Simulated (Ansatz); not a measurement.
# Relative stability

Two relaxed structures of SnSiH5 (charge +1), closed shell (PBE0-D4/def2-TZVP; forces vanish, vibrations not checked).

A:

```
7
angstrom
Si -0.2438 -1.3756 0.1624
Sn 0.2003 1.2017 -0.1696
H 0.1296 -2.1321 1.3831
H -0.8905 -2.2881 -0.8123
H -0.4195 1.5177 -1.7061
H -0.6599 1.8314 1.1448
H 1.8838 1.2450 -0.0023
```

B:

```json
{"atom": "Si1", "x (Å)": "0.1921", "y (Å)": "1.1544", "z (Å)": "-0.1636"}
{"atom": "Sn2", "x (Å)": "-0.2452", "y (Å)": "-1.3811", "z (Å)": "0.1620"}
{"atom": "H3", "x (Å)": "0.1917", "y (Å)": "-2.2277", "z (Å)": "1.5705"}
{"atom": "H4", "x (Å)": "-0.9882", "y (Å)": "-2.4126", "z (Å)": "-0.9665"}
{"atom": "H5", "x (Å)": "-0.3363", "y (Å)": "1.4801", "z (Å)": "-1.5020"}
{"atom": "H6", "x (Å)": "-0.5514", "y (Å)": "1.7480", "z (Å)": "0.9691"}
{"atom": "H7", "x (Å)": "1.6629", "y (Å)": "1.2373", "z (Å)": "-0.0294"}
```

Computed with Ansatz 0.2.0 (basis: def2-TZVPP); correlated methods freeze the cores. Filled d shells of the heavier atoms are correlated. Core potentials replace the inner electrons of the atoms past krypton. The def2 sets are not built for correlating such inner shells, so the correlated values are less sure here. B3LYP uses VWN-RPA correlation.

Q: Which structure is lower at CCSD(T), and by how much? (Judge from chemistry; the value comes from the calculation.)

A: By the calculation: B, by 0.941 eV (electronic energy, against the other). By their contacts, A is SnSiH₅ ([SiH2][SnH3]), total charge +1 and B is SnSiH₅ ([SiH3][SnH2]), total charge +1.

All methods give the same order:

```
   method  E(B) − E(A) (eV)
   PBE-D4            -1.027
r2SCAN-D4            -1.041
  PBE0-D4            -1.034
 B3LYP-D4            -1.006
  wB97M-V            -0.972
       HF            -0.989
      MP2            -0.989
     CCSD            -0.943
  CCSD(T)            -0.941
```

No T1 diagnostic of these runs exceeds 0.014.

Labels in which every atom is bracketed show which atoms are joined, not bond orders.

For scale, one of the runs: CCSD(T)/def2-TZVPP, 162 basis functions, launched by `ansatz run in.yaml --threads 2 --pin off --events-out ev --progress --plain --max-ram 4352MiB`. Time: 31 s of wall clock on 2 CPU threads of an Arm Neoverse V1; the host was shared. Peak host memory: 1.2 GiB.
